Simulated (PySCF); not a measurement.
# Correlation energy of Te⁺ (tellurium, charge +1)

[Kr] 4d10 5s2 5p2 6s1, high-spin 4P determinant (an excited configuration). All numbers are calculated (PySCF 2.14, the spin-free X2C one-electron Hamiltonian (Gaussian nucleus), in aug-cc-pVTZ-DK3 (8s7p5d2f, 68 functions)). Frozen: [Kr] 4d10; 5 electrons correlated.

MP2 pair energies summed by pair of shells (mhartree):

```csv
pair,energy,share (%)
5s-5p,-29.34,49.3
5s-5s,-12.94,21.7
5s-6s,-6.76,11.4
5p-6s,-5.90,9.9
5p-5p,-4.59,7.7
```

Total MP2 correlation energy: -59.53 mhartree.

Same-spin part -14.98 and opposite-spin part -44.55 mhartree; SCS-MP2 scales them by 1/3 and 6/5 to -58.45 mhartree.
